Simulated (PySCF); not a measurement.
A calculated (HSE06, PySCF 2.14, aug-cc-pCVTZ-DK with one added diffuse shell each of s, p, d, f type, the spin-free X2C one-electron Hamiltonian (Gaussian nucleus)) atom or ion has these occupied shells.

```
shell  electrons  orbital energy (eV)  rms radius, mean of both spins (bohr)
   1s          2              -845.95                                  0.183
   2s          2              -40.293                                  0.989
   2p          6              -15.571                                   1.13
```

Problem. Name the element and its charge.

Solution. Ne (neon, neutral), in [Ne], closed-shell 1S.
